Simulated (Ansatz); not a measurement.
Reactions of FH₆N₃Si (`N[Si](N)(N)F`).

Computed with Ansatz on PBE0-D4/def2-TZVP structures; ΔE is electronic, products minus reactants. CBS: MP2 limit from def2 TZ/QZ plus the TZ coupled-cluster correction, frozen cores. This one scheme is used for every species, atoms too. Functionals use def2-TZVPP. B3LYP here is the variant with VWN-RPA as its local correlation; programs differ in this. No spin–orbit coupling; open shells (•) take unrestricted orbitals. Spin–orbit coupling would lower the free atoms: a little for F, Si. One conformer a species, not always the lowest.

```csv
reaction,CCSD(T)/CBS(def2) (eV)
`N[Si](N)(N)F` + `N[SiH](O)Cl` → `N[Si](N)(O)F` + `N[SiH](N)Cl`,-0.12
`N[Si](N)(N)F` + HCl → `N[Si](N)(N)Cl` + H–F,0.49
`N[Si](N)(N)F` + H₂O → `N[Si](N)(N)O` + H–F,?
`N[Si](N)(N)F` → F• + 6 H• + 3 N• + Si•,42.74
```

Fill in the missing values. (Best estimate.)

Computed: `N[Si](N)(N)F` + H₂O → `N[Si](N)(N)O` + H–F: +0.45 eV.

Largest T1 diagnostic: 0.012, for Si•.
